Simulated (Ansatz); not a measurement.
The cluster Si₂O₂⁺, relaxed as a doublet with UKS PBE0-D4/def2-TZVP in Ansatz, starting from the GFN2-xTB geometry. Force threshold 0.02 eV/Å.

The relaxation made no stability test and no search for a lower SCF solution. The structure comes from a short search, and lower isomers may exist.

Start:

Cartesian coordinates in Å:
```
Si -0.198 -0.336 -1.177
Si 0.198 0.336 1.174
O 0.646 -0.920 0.154
O -0.646 0.920 -0.152
```

Estimate the energy that the relaxation releases and the steps that it takes.

10.5 kJ/mol, in 4 steps; 5.5 s on 4 threads of Arm Neoverse V1 on a shared host. No frequencies were taken in this run, so the end may be a saddle point.

Does the start keep its bonding and symmetry?

By distances, no bond broke or formed. The bond that changes most is Si1–Si2, from 2.48 to 2.39 Å (atoms count from 1). Point group D2h at the start, D2h at the end, both within 0.05 Å.

Predict the relaxed structure.


```xyz
4

Si   -0.191   -0.323   -1.133
Si    0.191    0.323    1.133
O     0.670   -0.954    0.159
O    -0.670    0.954   -0.159
```
Bond lengths: 4 × O–Si 1.68 Å; 1 × Si–Si 2.39 Å.
